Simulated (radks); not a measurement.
Results of a calculation; reference values are marked as such.
The thulium ion Tm2+, 67 electrons, occupied as [Xe] 4f13. Level of theory: Dirac Kohn-Sham, LDA (Slater exchange, Perdew-Wang correlation), spin-unpolarised, spherical densities, finite nucleus; open shells are shared between the two j in proportion to 2j + 1; Fermi nuclear charge, rms radius 5.2256 fm (a radial shooting solver on a logarithmic mesh with Libxc functionals).

Radial electron density D(r) = 4 pi r^2 rho(r):

r (bohr)  D(r) (e/bohr)
0.001464          10.41
0.001691          12.94
0.001937          15.83
0.002237          19.48
0.002563          23.56
0.00296           28.61
0.003391          34.09
0.003916          40.67
0.004486          47.56
0.005181          55.44
0.005936          63.24
0.006855          71.53
0.007854          79.00
0.009071          86.00
0.01039           91.23
0.012             94.80
0.01375           96.00
0.01575           95.08
0.01819           92.25
0.02084           88.76
0.02407           85.67
0.02758           84.89
0.03185           87.72
0.03649           94.28
0.04214           104.4
0.04828           114.5
0.05576           122.2
0.06388           123.7
0.07378           118.2
0.08452           108.5
0.09761           98.56
0.1118            94.70
0.1292            98.67
0.148             106.7
0.1709            111.6
0.1958            106.2
0.2261            89.23
0.2591            69.52
0.2968            55.66
0.3428            52.69
0.3927            57.72
0.4535            62.40
0.5196            59.93
0.6001            49.90
0.6875            37.75
0.794             26.82
0.9096            20.04
1.051             15.74
1.204             12.82
1.39              9.858
1.592             7.046
1.839             4.387
2.107             2.476
2.433             1.173
2.788            0.5035
3.22             0.1763
3.689           0.05677
4.26            0.01487
4.881          0.003714

D(r) has 4 maxima, at r = 0.0139, 0.0619, 0.171, 0.465 bohr, and minima at 0.0267, 0.112, 0.329 bohr, inside which lie 2.01, 11.14, 29.63 electrons.
